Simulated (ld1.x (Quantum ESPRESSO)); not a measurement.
**Reading a pseudo-wave (N (Z = 7))**

Columns: radius, all-electron u(r) and pseudo u(r) of the 2p shell (level -7.64 eV) of nitrogen in the configuration [He] 2s1 2p4; LDA (PZ), scalar-relativistic, ultrasoft scheme, ld1.x (Quantum ESPRESSO) 7.5.

```json
{"r (bohr)": "0.115", "all-electron": "0.0926", "pseudo": "0.0106"}
{"r (bohr)": "0.230", "all-electron": "0.2614", "pseudo": "0.0415"}
{"r (bohr)": "0.345", "all-electron": "0.4266", "pseudo": "0.0905"}
{"r (bohr)": "0.460", "all-electron": "0.5616", "pseudo": "0.1539"}
{"r (bohr)": "0.575", "all-electron": "0.6609", "pseudo": "0.2273"}
{"r (bohr)": "0.690", "all-electron": "0.7271", "pseudo": "0.3054"}
{"r (bohr)": "0.805", "all-electron": "0.7651", "pseudo": "0.3830"}
{"r (bohr)": "0.920", "all-electron": "0.7807", "pseudo": "0.4551"}
{"r (bohr)": "1.035", "all-electron": "0.7792", "pseudo": "0.5174"}
{"r (bohr)": "1.150", "all-electron": "0.7653", "pseudo": "0.5669"}
{"r (bohr)": "1.265", "all-electron": "0.7425", "pseudo": "0.6014"}
{"r (bohr)": "1.380", "all-electron": "0.7138", "pseudo": "0.6205"}
{"r (bohr)": "1.495", "all-electron": "0.6812", "pseudo": "0.6248"}
{"r (bohr)": "1.610", "all-electron": "0.6465", "pseudo": "0.6160"}
{"r (bohr)": "1.725", "all-electron": "0.6107", "pseudo": "0.5966"}
{"r (bohr)": "1.840", "all-electron": "0.5748", "pseudo": "0.5696"}
{"r (bohr)": "1.955", "all-electron": "0.5393", "pseudo": "0.5381"}
{"r (bohr)": "2.070", "all-electron": "0.5047", "pseudo": "0.5047"}
{"r (bohr)": "2.185", "all-electron": "0.4713", "pseudo": "0.4714"}
{"r (bohr)": "2.300", "all-electron": "0.4394", "pseudo": "0.4394"}
{"r (bohr)": "2.415", "all-electron": "0.4089", "pseudo": "0.4089"}
{"r (bohr)": "2.530", "all-electron": "0.3800", "pseudo": "0.3800"}
{"r (bohr)": "2.645", "all-electron": "0.3528", "pseudo": "0.3528"}
{"r (bohr)": "2.760", "all-electron": "0.3271", "pseudo": "0.3271"}
{"r (bohr)": "2.875", "all-electron": "0.3030", "pseudo": "0.3030"}
{"r (bohr)": "2.990", "all-electron": "0.2805", "pseudo": "0.2805"}
```

Problem. How many radial nodes do the two functions have?

Solution. The all-electron 2p function has n − l − 1 = 0; the pseudo-wave has 0.

Problem. At about which radius was the pseudo-wave matched?

Solution. 2.30 bohr. The columns agree to 0.0005 from 2.07 bohr on; several derivatives are matched, so the curves merge somewhat inside the radius.

Problem. Is the pseudo-wave norm-conserving?

Solution. No, it belongs to an ultrasoft set: the norm inside the radius is not constrained, and the difference is carried by the augmentation charge.
